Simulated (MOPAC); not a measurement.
MOPAC input (AM1):

```
AM1 1SCF CHARGE=-1 GEO-OK AUX(PRECISION=9) THREADS=1
C4H4N

C    -1.70247716 1    0.40861166 1    0.05612660 1
C    -1.14551551 1   -0.58957546 1    0.75642688 1
C     0.37163249 1   -0.79889547 1    0.57771698 1
C     1.10020115 1    0.10325037 1   -0.34161312 1
N     1.54147121 1    0.87314363 1   -1.08420951 1
H    -2.77364825 1    0.60733457 1    0.13996225 1
H    -1.17850729 1    1.09109328 1   -0.63303167 1
H     0.55616880 1   -1.82331349 1    0.23617418 1
H     0.86264248 1   -0.72746638 1    1.55441779 1
```

From the output:

```
                                                       MOPAC v23.2.5 Linux

          FINAL HEAT OF FORMATION =         72.25500 KCAL/MOL =     302.31493 KJ/MOL

          COSMO AREA              =        113.39 SQUARE ANGSTROMS
          COSMO VOLUME            =         99.16 CUBIC ANGSTROMS

          IONIZATION POTENTIAL    =          2.314329 EV
          HOMO LUMO ENERGIES (EV) =         -2.314  6.312
          NO. OF FILLED LEVELS    =         13
          MOLECULAR WEIGHT        =         66.0823         POINT GROUP:  Cs

          MOLECULAR DIMENSIONS (Angstroms)

            Atom       Atom       Distance
            H     6    N     5     4.49327
            H     7    H     9     3.26790
            H     7    H     8     1.67848

          SCF CALCULATIONS        =          1

   ATOM   CHEMICAL          X               Y               Z
  NUMBER   SYMBOL      (ANGSTROMS)     (ANGSTROMS)     (ANGSTROMS)

     1       C         -1.70247716  *   0.40861166  *   0.05612660  *
     2       C         -1.14551551  *  -0.58957546  *   0.75642688  *
     3       C          0.37163249  *  -0.79889547  *   0.57771698  *
     4       C          1.10020115  *   0.10325037  *  -0.34161312  *
     5       N          1.54147121  *   0.87314363  *  -1.08420951  *
     6       H         -2.77364825  *   0.60733457  *   0.13996225  *
     7       H         -1.17850729  *   1.09109328  *  -0.63303167  *
     8       H          0.55616880  *  -1.82331349  *   0.23617418  *
     9       H          0.86264248  *  -0.72746638  *   1.55441779  *

                             CARTESIAN COORDINATES

   1    C       -1.702477160     0.408611660     0.056126600
   2    C       -1.145515510    -0.589575460     0.756426880
   3    C        0.371632490    -0.798895470     0.577716980
   4    C        1.100201150     0.103250370    -0.341613120
   5    N        1.541471210     0.873143630    -1.084209510
   6    H       -2.773648250     0.607334570     0.139962250
   7    H       -1.178507290     1.091093280    -0.633031670
   8    H        0.556168800    -1.823313490     0.236174180
   9    H        0.862642480    -0.727466380     1.554417790

           Empirical Formula: C4 H4 N  =     9 atoms

      MOLECULAR POINT GROUP   :   Cs

                  EIGENVALUES
 -32.41954 -27.96584 -22.94952 -14.79707 -12.33156 -10.49283  -9.98379  -8.98835
  -8.00221  -7.86965  -6.50374  -3.65001  -2.31433   6.31188   6.36099   7.88583
   8.19766   9.30963   9.43391   9.95115  10.57465  11.30961  11.42414  12.69672

              NET ATOMIC CHARGES AND DIPOLE CONTRIBUTIONS

  ATOM NO.   TYPE          CHARGE      No. of ELECS.   s-Pop       p-Pop
    1          C          -0.413807        4.4138     1.24341     3.17040
    2          C          -0.395406        4.3954     1.55574     2.83967
    3          C          -0.050498        4.0505     1.21700     2.83350
    4          C          -0.119180        4.1192     1.33798     2.78120
    5          N          -0.205876        5.2059     1.81710     3.38878
    6          H           0.050049        0.9500     0.94995
    7          H           0.015251        0.9847     0.98475
    8          H           0.059733        0.9403     0.94027
    9          H           0.059733        0.9403     0.94027
 DIPOLE           X         Y         Z       TOTAL
 POINT-CHG.     3.151    -0.866    -0.013     3.268
 HYBRID         0.725     0.813    -0.845     1.379
 SUM            3.877    -0.053    -0.858     3.971

          ATOMIC ORBITAL ELECTRON POPULATIONS

     Atom    s        px        py        pz
    1  C   1.24341   0.97245   1.07369   1.12426
    2  C   1.55574   0.82857   1.02506   0.98604
    3  C   1.21700   1.01411   0.92074   0.89864
    4  C   1.33798   0.90365   0.94125   0.93630
    5  N   1.81710   1.15423   1.11368   1.12087
    6  H   0.94995
    7  H   0.98475
    8  H   0.94027
    9  H   0.94027

 **********************
 *                    *
 * JOB ENDED NORMALLY *
 *                    *
 **********************

 == MOPAC DONE ==
```

The dipole moment of an ion depends on the origin.

The geometry given is a B3LYP-D3(BJ)/def2-TZVP minimum.
